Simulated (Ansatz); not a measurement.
Input for Ansatz (an electronic-structure program): R-BLYP/def2-TZVPP on CH5GeNO (SMILES C[O][Ge][NH2]), a point of a torsion scan.

Ansatz 0.2 input:
```yaml
crystal:
  periodic: [false, false, false]
  atoms:
    - {symbol: C, position_ang: [-1.93163444, -0.16015883, 0.10019541]}
    - {symbol: O, position_ang: [-0.59720368, 0.22634604, -0.07141161]}
    - {symbol: Ge, position_ang: [0.89392313, 0.38413967, 0.87802154]}
    - {symbol: N, position_ang: [0.33901559, -0.15749130, 2.53563663]}
    - {symbol: H, position_ang: [-2.58601528, 0.68579815, -0.12730440]}
    - {symbol: H, position_ang: [-2.13616347, -0.49558342, 1.12079726]}
    - {symbol: H, position_ang: [-2.16129585, -0.97755752, -0.58881690]}
    - {symbol: H, position_ang: [0.94349329, -0.19593508, 3.34085413]}
    - {symbol: H, position_ang: [-0.58786346, -0.45724884, 2.80121794]}
basis:
  gaussian:
    orbitals: def2-TZVPP
hamiltonian:
  xc: {name: BLYP}
scf: {lower_state_search: off}
```

Output:

```
WARN ansatz: RAYON_NUM_THREADS=1 ignored (pool sized by the plan → 1); use --threads N
Functional definition: BLYP
these checks for a lower state are left out or cut short: stability, starts, cluster_reference, orbital_swaps, neighbouring_geometries, increment
integrals: 0.12 GiB planned
1139 factors; their error is unknown
mean field: 0.87 GiB planned
mean field evaluation 1: about -61156.0868 eV, gradient 1.1e2 eV
mean field evaluation 2: about -61054.6307 eV, gradient 2.2e2 eV
mean field evaluation 4: about -61175.4682 eV, gradient 2.9e1 eV
mean field evaluation 8: about -61176.8936 eV, gradient 2.4e-1 eV
mean field evaluation 16: about -61176.8669 eV, gradient 1.1e-4 eV
mean field -61176.86686985 eV, -2248.2083902972 hartree, gradient 9.8e-7 eV, S^2 0.000000; 0 other end points of the search recorded, 0 dependent functions left out
reference -61176.86721315 eV, -2248.2084029132 hartree; 29, 29 occupied and 182, 182 virtual orbitals, 1139 factors
Total energy: -61176.86721315 eV, -2248.2084029132 hartree
Checks for a lower state left out: stability, starts, cluster_reference, orbital_swaps, neighbouring_geometries, increment
```

The run converged.

Cost: about 4 core-seconds (a rough figure).
